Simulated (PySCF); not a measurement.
[Ce(SH)3(H2O)]+ at several levels of theory

Computed with PySCF 2.14.0 (density fitting, no spin-orbit coupling) at the geometry relaxed with PBE0:

```xyz
10
[Ce(SH)3(H2O)]+ (singlet)
Ce   -0.0899   -0.1806    0.1758
S     0.9745    1.5638    1.6856
H     2.2135    1.6079    1.1311
S    -2.0152   -1.5088    1.1623
H    -2.2536   -0.7495    2.2622
S     1.4562   -1.4652   -1.3761
H     0.7422   -2.6143   -1.4903
O    -1.1932    1.3735   -1.2979
H    -1.1553    2.3406   -1.2213
H    -1.7532    1.1770   -2.0659
```

| level | basis | state | HOMO (eV) | gap (eV) | charge on Ce1 (e) | population of f-type functions on Ce1 (polarisation alone where 4f lies in the core) | dipole about the centre of mass (D) | largest force component (eV/Å) |
| --- | --- | --- | --- | --- | --- | --- | --- | --- |
| PBE0 | Ce lcecp-2-SVP with ECP46, S def2-SVP, H def2-SVP, O def2-SVP | singlet | – | – | 1.11 | 0.08 | 5.37 | 0.01 |
| r2SCAN | the same | singlet | – | – | 1.08 | 0.08 | 5.34 | 0.12 |
| PBE0 | Ce lcecp-2-TZVP with ECP46, S def2-TZVP, H def2-TZVP, O def2-TZVP | singlet | – | – | 1.39 | 0.10 | 5.32 | 0.28 |

In the lcecp rows the 4f levels are missing from HOMO and gap, and the state counts the valence alone.

Charges are Mulliken's, which hang on the basis. The relaxation used the grid (50, 194), these runs (75, 302) or, all-electron (x2c bases, spin-free X2C Hamiltonian), (99, 590).

Question: What does TPSSh with Ce lcecp-2-SVP with ECP46, S def2-SVP, H def2-SVP, O def2-SVP give here?

Answer: state singlet, charge on Ce1 (e) 1.13, population of f-type functions on Ce1 (polarisation alone where 4f lies in the core) 0.08, dipole about the centre of mass (D) 5.38, largest force component (eV/Å) 0.26. Time: 14 s on 2 threads of Arm Neoverse V1 (shared host), from an already converged density.

No frequency check is given that shows the relaxed geometry to be a minimum.
